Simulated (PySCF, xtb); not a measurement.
RbI, SMILES [Rb][I].

xtb with GFN2-xTB at its own geometry gives an orbital gap of 2.25 eV and a dipole moment of 11.56 D.

Coordinates come from a B3LYP-D3(BJ)/def2-TZVPD optimisation. The def2 effective core potentials stand for the cores of I, Rb; spin–orbit coupling is left out.

### Question
What does PySCF with ωB97X/def2-TZVPD give? (The exact figures need the calculation; the answer reports its results.)

### Answer
gap 7.22 eV (levels -7.44 and -0.22 eV), dipole 12.25 D.
